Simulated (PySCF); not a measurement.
W(O)(NH)(Cl)(SH) (ClH₂NOSW), SMILES [NH]=[W](=[O])([SH])[Cl], multiplicity 1.

Geometry optimised at PBE-D3(BJ)/def2-SVP. The spin state was assumed, not searched. The structure was generated by enumeration; whether it is a known compound was not checked. The def2 effective core potentials stand for the cores of W; spin–orbit coupling is left out. One conformer was computed; it need not be the lowest.

Method: PBE-D3(BJ)/def2-SVP (PySCF 2.14.0).

Frequencies are harmonic and unscaled.

```tsv
mode	ν (cm⁻¹)	IR (km/mol)	moving atoms (share of kinetic energy)
1	106	0.1	Cl 42 %, S 41 %, W 14 %
2	149	0.5	O 21 %, W 21 %, N 19 %, Cl 18 %, S 17 %
3	178	4.0	O 56 %, H 16 %, Cl 10 %, N 9 %, S 9 %
4	204	2.4	N 49 %, H 18 %, O 10 %
5	274	14.8	H 59 %, O 26 %, N 8 %
6	293	9.3	H 37 %, O 28 %, N 25 %
7	380	13.0	S 69 %, W 15 %
8	393	41.0	Cl 68 %, W 22 %
9	521	144.4	H 72 %, N 24 %
10	602	30.1	H 94 %
11	650	81.4	H 79 %, N 19 %
12	952	83.7	N 61 %, O 22 %, W 10 %
13	990	63.2	O 69 %, N 23 %
14	2615	6.9	H 97 %
15	3513	157.4	H 93 %
```
